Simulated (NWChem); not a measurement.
All runs are NWChem calculations. System: C$_{2}$H$_{3}$Br, charge 0, spin multiplicity 1, at a geometry optimised with PBE0/def2-SVP. The structure started from a generated list of species. Level: G0W0@PBE0/def2-TZVPD, RI basis def2-tzvpd-rifit.

Part of the output:

```
             Northwest Computational Chemistry Package (NWChem) 7.3.0
             --------------------------------------------------------

                                NWChem Input Module
                                -------------------

 Scaling coordinates for geometry "geometry" by  1.889725989
 (inverse scale =  0.529177249)

 Turning off AUTOSYM since
 SYMMETRY directive was detected!

                             Geometry "geometry" -> ""
                             -------------------------

 Output coordinates in angstroms (scale by  1.889725989 to convert to a.u.)

  No.       Tag          Charge          X              Y              Z
 ---- ---------------- ---------- -------------- -------------- --------------
    1 C                    6.0000     2.09205900    -0.38549000     0.00000000
    2 C                    6.0000     0.84337100    -0.83883000     0.00000000
    3 Br                  35.0000    -0.66991100     0.27611300     0.00000000
    4 H                    1.0000     2.32775700     0.68120200     0.00000000
    5 H                    1.0000     2.92088500    -1.09880100     0.00000000
    6 H                    1.0000     0.58566800    -1.90042200     0.00000000

 Effective nuclear repulsion energy (a.u.)     144.7798333634

            Nuclear Dipole moment (a.u.)
            ----------------------------
        X                 Y               Z
 ---------------- ---------------- ----------------
     0.0000094486     0.0000264562     0.0000000000

      Symmetry information
      --------------------

 Group name             Cs
 Group number              2
 Group order               2
 No. of unique centers     6

      Symmetry unique atoms

     1    2    3    4    5    6


 Summary of "ao basis" -> "" (spherical)
 ------------------------------------------------------------------------------
       Tag                 Description            Shells   Functions and Types
 ---------------- ------------------------------  ------  ---------------------
 *                         def2-tzvpd                 on all atoms

 new library libraries.bse/

 Summary of "ri basis" -> "" (spherical)
 ------------------------------------------------------------------------------
       Tag                 Description            Shells   Functions and Types
 ---------------- ------------------------------  ------  ---------------------
 *                      def2-tzvpd-rifit              on all atoms

                                 NWChem DFT Module
                                 -----------------

 Summary of "ao basis" -> "ao basis" (spherical)
 ------------------------------------------------------------------------------
       Tag                 Description            Shells   Functions and Types
 ---------------- ------------------------------  ------  ---------------------
 C                         def2-tzvpd               13       37   6s3p3d1f
 Br                        def2-tzvpd               19       57   7s6p5d1f
 H                         def2-tzvpd                5        9   3s2p

 Summary of "ao basis" -> "ao basis" (spherical)
 ------------------------------------------------------------------------------
       Tag                 Description            Shells   Functions and Types
 ---------------- ------------------------------  ------  ---------------------
 C                         def2-tzvpd               13       37   6s3p3d1f
 Br                        def2-tzvpd               19       57   7s6p5d1f
 H                         def2-tzvpd                5        9   3s2p

      Symmetry analysis of basis
      --------------------------

        a'        109
        a"         49

            General Information
            -------------------
          SCF calculation type: DFT
          Wavefunction type:  closed shell.
          No. of atoms     :     6
          No. of electrons :    50
           Alpha electrons :    25
            Beta electrons :    25
          Charge           :     0
          Spin multiplicity:     1
          Use of symmetry is: on ; symmetry adaption is: on
          Maximum number of iterations: 100
          This is a Direct SCF calculation.
[...]
   Bfn.  Coefficient  Atom+Function         Bfn.  Coefficient  Atom+Function
  ----- ------------  ---------------      ----- ------------  ---------------
    93      0.362276  3 Br pz                87     -0.244925  3 Br pz
    46      0.235308  2 C  pz                49      0.221555  2 C  pz
    90      0.217343  3 Br pz                96      0.174758  3 Br pz
     9      0.162643  1 C  pz                12      0.150349  1 C  pz
    52      0.086334  2 C  pz                84      0.074785  3 Br pz

 Vector   24  Occ=2.000000D+00  E=-3.064100D-01  Symmetry=a'
              MO Center= -5.6D-01,  1.9D-01,  4.6D-15, r^2= 1.8D+00
   Bfn.  Coefficient  Atom+Function         Bfn.  Coefficient  Atom+Function
  ----- ------------  ---------------      ----- ------------  ---------------
    92      0.429025  3 Br py                91      0.304197  3 Br px
    86     -0.289500  3 Br py                89      0.262490  3 Br py
    95      0.251805  3 Br py                85     -0.203632  3 Br px
    88      0.184070  3 Br px                94      0.175814  3 Br px
     5     -0.137026  1 C  s                152      0.090011  6 H  s

 Vector   25  Occ=2.000000D+00  E=-2.734317D-01  Symmetry=a"
              MO Center=  5.2D-01, -1.5D-01,  8.0D-16, r^2= 3.1D+00
   Bfn.  Coefficient  Atom+Function         Bfn.  Coefficient  Atom+Function
  ----- ------------  ---------------      ----- ------------  ---------------
    93      0.389489  3 Br pz                87     -0.260074  3 Br pz
     9     -0.244299  1 C  pz                96      0.242330  3 Br pz
    90      0.237911  3 Br pz                12     -0.228847  1 C  pz
    46     -0.190988  2 C  pz                49     -0.175363  2 C  pz
    15     -0.111846  1 C  pz                52     -0.091808  2 C  pz

 Vector   26  Occ=0.000000D+00  E=-1.749533D-02  Symmetry=a"
              MO Center=  1.4D+00, -4.7D-01,  3.0D-13, r^2= 3.3D+00
   Bfn.  Coefficient  Atom+Function         Bfn.  Coefficient  Atom+Function
  ----- ------------  ---------------      ----- ------------  ---------------
    49      0.319029  2 C  pz                46      0.297204  2 C  pz
    12     -0.289320  1 C  pz                 9     -0.271445  1 C  pz
    52      0.157833  2 C  pz                96     -0.140946  3 Br pz
    15     -0.116685  1 C  pz               140     -0.110406  4 H  pz
    93     -0.104063  3 Br pz               149     -0.101050  5 H  pz

 Vector   27  Occ=0.000000D+00  E= 5.102049D-04  Symmetry=a'
              MO Center= -6.2D-01,  2.0D-01, -3.3D-15, r^2= 6.5D+00
   Bfn.  Coefficient  Atom+Function         Bfn.  Coefficient  Atom+Function
  ----- ------------  ---------------      ----- ------------  ---------------
   152      0.854584  6 H  s                 51      0.656139  2 C  py
     5     -0.599393  1 C  s                 97     -0.503576  3 Br px
    41      0.378099  2 C  s                 98      0.375459  3 Br py
    94     -0.324190  3 Br px               157      0.280369  6 H  py
    80     -0.277686  3 Br s                 81     -0.257212  3 Br s

 Vector   28  Occ=0.000000D+00  E= 1.866905D-02  Symmetry=a'
              MO Center=  8.8D-01, -1.1D+00,  1.9D-13, r^2= 1.2D+01
   Bfn.  Coefficient  Atom+Function         Bfn.  Coefficient  Atom+Function
  ----- ------------  ---------------      ----- ------------  ---------------
    42      5.345130  2 C  s                143     -3.045343  5 H  s
   152     -2.877107  6 H  s                 13      2.424353  1 C  px
     6      1.975612  1 C  s                134     -1.649975  4 H  s
    43      1.597212  2 C  s                  5     -1.279866  1 C  s
    50      1.214882  2 C  px                63      1.160442  2 C  d -2

 center of mass
 --------------
 x =  -0.21968147 y =   0.08902575 z =   0.00000000

 moments of inertia (a.u.)
 ------------------
          76.444225648100         125.422067343110           0.000000000000
         125.422067343110         392.390260948790           0.000000000000
           0.000000000000           0.000000000000         468.834486596891

     Multipole analysis of the density
     ---------------------------------

     L   x y z        total         alpha         beta         nuclear
     -   - - -        -----         -----         ----         -------
     0   0 0 0     -0.000000    -25.000000    -25.000000     50.000000

     1   1 0 0      0.479058      0.239524      0.239524      0.000009
     1   0 1 0     -0.291693     -0.145860     -0.145860      0.000026
     1   0 0 1     -0.000000     -0.000000     -0.000000      0.000000

     2   2 0 0    -20.741138   -118.445738   -118.445738    216.150338
     2   1 1 0     -0.730811     32.299622     32.299622    -65.330054
     2   1 0 1      0.000000      0.000000      0.000000      0.000000
     2   0 2 0    -21.188278    -33.921719    -33.921719     46.655159
     2   0 1 1     -0.000000     -0.000000     -0.000000      0.000000
     2   0 0 2    -24.600220    -12.300110    -12.300110      0.000000

 Task  times  cpu:       29.9s     wall:       29.9s

                                NWChem Input Module
                                -------------------

                                 NWChem GW Module
                                 ----------------

                             ***********************
                             ***        GW       ***
                             ***********************

 Summary of "ri basis" -> "ri basis" (spherical)
 ------------------------------------------------------------------------------
       Tag                 Description            Shells   Functions and Types
 ---------------- ------------------------------  ------  ---------------------
 C                      def2-tzvpd-rifit            26       92   9s7p5d4f1g
 Br                     def2-tzvpd-rifit            41      175   11s10p9d6f4g1h
 H                      def2-tzvpd-rifit            10       24   5s3p2d

                 Memory Information
                 ------------------
          Available GA per process is          1699.8 MBs
          Available stack per process is        700.0 MBs
          Available heap per process is           0.0 MBs

          Peak memory in Initialization
              Peak GA per process is                 15.6 MBs
              Peak stack per process is               0.3 MBs
              Peak heap per process is               16.3 MBs
              Memory not in MA per process            0.0 MBs

          Peak memory in CDGW Calculation
              Peak GA per process is                 18.6 MBs
              Peak stack per process is               2.8 MBs
              Peak heap per process is                3.3 MBs
              Memory not in MA per process            0.0 MBs

          Computing 2-center integrals
          Computing Inverse Cholesky factor
          Computing 3-center integrals
          Computing Vxc

          Computing Sigma_x
          Computing W(iw) on the imaginary grid
          Solving quasiparticle equations

                  Alpha Orbitals
          State     Energy (eV)     Error (eV)
          -----------------------------------
@GW        22        -12.720           0.005
@GW        23        -11.846           0.002
@GW        24        -10.366           0.004
@GW        25         -9.475           0.002
@GW        26          1.614           0.002
@GW        27          1.854           0.004

     GW Timing Statistics
   ------------------------
   Init.   :          0.1s
     ERIs  :          1.8s
     Distr.:          0.0s
     Vxc   :          4.0s
   Vmo     :          0.0s
   iW      :          3.7s
   I_n     :          0.0s
   R_n     :          0.5s
   GW total:         10.0s

 Task  times  cpu:       10.0s     wall:       10.0s

 Total times  cpu:       40.0s     wall:       40.0s
```

Task: Write an NWChem input that would produce this output.

Result: This is not unique; one that fits is 
```
start mol
memory heap 200 mb stack 700 mb global 1700 mb
geometry units angstroms nocenter noautoz
  C      2.092059    -0.385490     0.000000
  C      0.843371    -0.838830     0.000000
  Br    -0.669911     0.276113     0.000000
  H      2.327757     0.681202     0.000000
  H      2.920885    -1.098801     0.000000
  H      0.585668    -1.900422     0.000000
  symmetry group Cs
end
basis spherical
  * library def2-tzvpd
end
basis "ri basis" bse spherical
  * library def2-tzvpd-rifit
end
dft
  xc pbe0
  iterations 100
  direct
  tolerances tight
end
task dft energy
gw
  method cdgw
  states alpha occ 4 vir 2
end
task dft gw
```
